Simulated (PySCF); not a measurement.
# What a mistake does to a calculation on GeH5NSi

Calculated results; nothing here was measured. They come from PySCF 2.14.0, an open-source quantum chemistry program, on an isolated molecule that a program drew, which may never have been made. The molecule is GeH5NSi (charge 0, singlet), drawn as the SMILES string `[SiH2]=[N][GeH3]`.

Each row is a Hartree-Fock (HF) and frozen-core CCSD(T) single point in the cc-pV(D+d)Z basis, meant for a local HF minimum. Run 1 is clean. Each other run has one planted mistake out of seven kinds, and not every kind appears here: one electron removed, one electron added, multiplicity raised by two, geometry at a saddle point, minimal basis STO-3G, one bond length entered in bohr, all coordinates scaled. The reference is restricted for singlets and unrestricted otherwise, and also for a bond in bohr. Adding or removing an electron swaps singlet and doublet. Electrons count all cores. HOMO and LUMO are orbital energies over both spins, the gradient is its largest component, and the lowest frequency (negative if imaginary) is given only where the gradient is small. Bond lengths are over the 7 bonds as drawn. T1 is the CCSD diagnostic: over 0.02 (restricted) or 0.045 (unrestricted) a single reference is doubtful. Germanium has the cc-pVDZ-PP basis, with a core potential (ECP10MDF) in place of its 10 inner electrons, and its 3s, 3p and 3d shells are frozen in CCSD(T).

Geometry of the clean run:
```xyz
8
GeH5NSi, angstrom
Si   -0.2278    2.7785    0.4891
N    -0.8603    2.0579   -0.7417
Ge   -0.5232    1.3525   -2.3800
H    -1.0284    3.1635    1.6627
H     1.1870    3.1683    0.6687
H     0.9591    1.4823   -2.7777
H    -0.8976   -0.1339   -2.3703
H    -1.3745    2.0844   -3.4236
```

| run | electrons | basis functions | <S^2> | HOMO (eV) | LUMO (eV) | gradient (hartree/bohr) | lowest frequency (cm^-1) | mean bond (Å) | longest bond (Å) | T1 | HF (hartree) | CCSD(T) (hartree) | mistake |
|---|---|---|---|---|---|---|---|---|---|---|---|---|---|
| 1 | 58 | 85 | 0.000 | -10.20 | 1.77 | 2.2e-06 | 95 | 1.5617 | 1.815 | 0.0178 | -639.63456 | -640.05264 | no fault |
| 2 | 58 | 85 | 0.000 | -9.95 | 1.61 | 2.9e-02 | - | 1.6241 | 1.888 | 0.0195 | -639.62227 | -640.04904 | all coordinates scaled |
| 3 | 59 | 85 | 0.769 | 0.17 | 8.60 | 8.3e-02 | - | 1.5617 | 1.815 | 0.0172 | -639.59779 | -640.02437 | one electron added |
| 4 | 58 | 85 | 0.842 | -8.02 | 1.64 | 9.2e-03 | - | 1.7574 | 2.911 | 0.0471 | -639.53325 | -639.94069 | ? |

**Which mistake was planted in run 4, and what did it cost?**

The mean bond changes by a factor of 1.125 and the longest by 1.604, so the molecule wasn't scaled as a whole. A length L in bohr read as angstrom grows by (1/0.5292 - 1) L = 0.890 L. The 7 bonds together grew by 7 x 0.1957 = 1.370 Å, which gives L = 1.540 Å. That is the length of one of the Ge-H bonds, 1.540 Å in the clean geometry. So the mistake is: one bond length entered in bohr. Subtracting run 1 and multiplying by 627.51 kcal/mol a hartree, the energy moved by 63.6 kcal/mol in HF and 70.2 kcal/mol in CCSD(T).

Cautions from the logs. Run 3: the HOMO is above zero, so the electron isn't bound and the energy depends on the basis; run 4: T1 is over the limit, so its CCSD(T) energy is less reliable.
